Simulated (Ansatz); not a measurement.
```xyz
10

N    -1.2480   -1.2747   -0.4447
Si   -1.0365    0.1698    0.4400
Cl   -0.9554   -0.0922    2.5269
Al    1.1342    1.1416   -0.1209
O     2.1970   -0.0316   -0.7408
H    -2.1048   -1.8035   -0.3973
H    -0.4542   -1.8681   -0.6269
H    -2.2652    0.9827    0.2518
H     1.6225    2.6385    0.0790
H     3.1104    0.1375   -0.9672
```

Charge 0, multiplicity 1.

(1) List the PBE/def2-TZVPP orbital energies in eV (the Gaussian-basis code of Ansatz). (An estimate is asked.)

Results:

(1) Computed: Occupied: -2738.41, -1780.21, -1506.72, -510.03, -380.26, -248.98, -189.66, -189.52, -189.51, -137.84, -106.99, -94.63, -94.55, -94.53, -69.10, -68.89, -68.86, -24.35, -21.31, -19.87, -13.14, -12.52, -12.22, -10.08, -9.32, -9.00, -8.19, -7.81, -7.60, -7.38, -6.45, -6.19. Lowest empty: -2.13, -1.22, -0.38, 0.28, 0.60, 1.03, 1.41, 1.94.
